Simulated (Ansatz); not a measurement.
`FC(F)(F)F` and `FC(Cl)C(F)(F)F` differ in one atom or group.

Ansatz, PBE0-D4/def2-TZVP geometries, multiplicity 1. 

```
                                          property  `FC(F)(F)F`
size of the dipole moment (ωB97M-V/def2-TZVPP) / D         0.00
             HOMO–LUMO gap (B3LYP/def2-TZVPP) / eV        14.56
               HOMO energy (B3LYP/def2-TZVPP) / eV       -12.29
                 HOMO energy (PBE/def2-TZVPP) / eV       -10.32
              HOMO–LUMO gap (PBE0/def2-TZVPP) / eV        15.37
             HOMO energy (ωB97M-V/def2-TZVPP) / eV       -15.15
```

Q: Give the same properties after the change, and the shifts. (Estimate.)

A: The calculation gave: 
```json
{"property": "size of the dipole moment (ωB97M-V/def2-TZVPP) / D", "`FC(Cl)C(F)(F)F`": "1.40", "shift": "1.40"}
{"property": "HOMO–LUMO gap (B3LYP/def2-TZVPP) / eV", "`FC(Cl)C(F)(F)F`": "9.07", "shift": "-5.49"}
{"property": "HOMO energy (B3LYP/def2-TZVPP) / eV", "`FC(Cl)C(F)(F)F`": "-9.23", "shift": "3.06"}
{"property": "HOMO energy (PBE/def2-TZVPP) / eV", "`FC(Cl)C(F)(F)F`": "-7.94", "shift": "2.38"}
{"property": "HOMO–LUMO gap (PBE0/def2-TZVPP) / eV", "`FC(Cl)C(F)(F)F`": "9.64", "shift": "-5.73"}
{"property": "HOMO energy (ωB97M-V/def2-TZVPP) / eV", "`FC(Cl)C(F)(F)F`": "-11.81", "shift": "3.34"}
```

With PBE0 the HOMO rises by 3.13 eV and the LUMO falls by 2.60 eV, so the gap narrows by about 5.73 eV. PBE moves the HOMO by 2.38 eV and ωB97M-V by 3.34 eV. The zero-point energy changes by 49.8 kJ/mol with +9 modes.

B3LYP here is the variant with VWN-RPA as its local correlation; programs differ in this.
